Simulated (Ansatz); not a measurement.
`NB[SiH2]N` + `N[SiH](N)O` → `N[SiH2]N[SiH](N)O` + `BN`  (cleavage of the Si–B bond)

Isolated molecules relaxed with PBE0-D4/def2-TZVP in Ansatz; ΔE leaves out vibrations. CBS: MP2 limit from def2 TZ/QZ plus the TZ coupled-cluster correction, frozen cores. This one scheme is used for every species. Functionals use def2-TZVPP. One conformer a species, not always the lowest.

`NB[SiH2]N`:

Z-matrix (Å, degrees):
```
Si
B 1 2.022
N 1 1.737 2 116.7
H 1 1.493 2 110.1 3 120.1
H 1 1.499 2 108.9 3 -122.2
N 2 1.388 1 120.3 3 126.2
H 2 1.202 1 122.7 3 -53.2
H 3 1.008 1 118.8 2 -54.1
H 3 1.008 1 117.6 2 82.2
H 6 1.007 2 123.6 1 179.6
H 6 1.007 2 123.1 1 0.3
```

`N[SiH](N)O`:

```xyz
10

N    -1.035   -0.900    0.491
Si    0.455   -0.206    0.011
N     0.051    0.840   -1.274
O     1.144    0.417    1.372
H    -1.083   -1.450    1.333
H    -1.672   -1.246   -0.208
H     1.526   -1.093   -0.504
H    -0.733    1.470   -1.215
H     0.756    1.176   -1.909
H     0.590    0.992    1.903
```

`N[SiH2]N[SiH](N)O`:

```xyz
15

N    -2.145   -0.073   -0.465
Si   -1.126   -1.399    0.006
N     0.501   -0.860   -0.042
Si    1.158    0.595    0.631
N     2.400    1.113   -0.423
O    -0.126    1.582    0.872
H    -2.156    0.207   -1.435
H    -3.083   -0.057   -0.091
H    -1.201   -2.596   -0.878
H    -1.636   -1.762    1.355
H     1.172   -1.497   -0.444
H     1.836    0.434    1.940
H     2.210    1.322   -1.390
H     3.139    1.694   -0.063
H    -0.942    1.297    0.427
```

`BN`:

Cartesian coordinates in Å:
```
B -0.071 -0.268 0.624
N 0.073 0.275 -0.642
H 0.563 -1.240 0.914
H -0.826 0.250 1.395
H -0.428 1.090 -0.953
H 0.689 -0.108 -1.339
```

```
            species  PBE energy (Eh)
        `NB[SiH2]N`       -427.84174
       `N[SiH](N)O`       -477.67791
`N[SiH2]N[SiH](N)O`       -823.60345
               `BN`        -81.95148
```

**Question.** Work out ΔE.

**Answer.** ΔE = (-823.60345) + (-81.95148) − (-427.84174) − (-477.67791) = -0.03528 Eh = -22.1 kcal/mol. CCSD(T)/CBS gives -26.5 kcal/mol.

Largest T1 diagnostic among the species: 0.013.

From PBE to PBE0 (25 % exact exchange), in def2-TZVPP and without D4, ΔE moves by −1.4 kcal/mol. The D4 term adds −2.3 kcal/mol with B3LYP and −1.3 kcal/mol with PBE0; it sums over pairs of atoms, weighted by their polarisabilities, and B3LYP, whose exchange is more repulsive, gets the larger term.

B3LYP here is the variant with VWN-RPA as its local correlation; programs differ in this.
